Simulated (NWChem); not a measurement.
System: BHBrCl; SMILES ClBBr

Here is an NWChem input.

```
start job
memory heap 200 mb stack 900 mb global 1100 mb
geometry units angstroms noautoz
  B     -0.747053    -0.588948     0.000008
  H     -1.945145    -0.650492     0.002821
  Cl     0.193421    -2.048782    -0.000198
  Br     0.087414     1.113470    -0.000219
end
basis spherical
  B library 6-31g*
  H library 6-31g*
  Cl library 6-31g*
  Br library 6-31g*
end
dft
  xc pbe0
  iterations 150
  mulliken
end
task dft energy
```

Geometry: optimised at PBE0/def2-SVP.

**Question.** Predict the main results of this run. (PBE0/6-31G* (spherical d).) Quantities: energy (Ha); highest occupied level (eV); orbital gap (eV); dipole (D).

**Answer.** 
* **energy (Ha)**: -3059.06
* **highest occupied level (eV)**: -8.64
* **orbital gap (eV)**: 6.82
* **dipole (D)**: 0.51
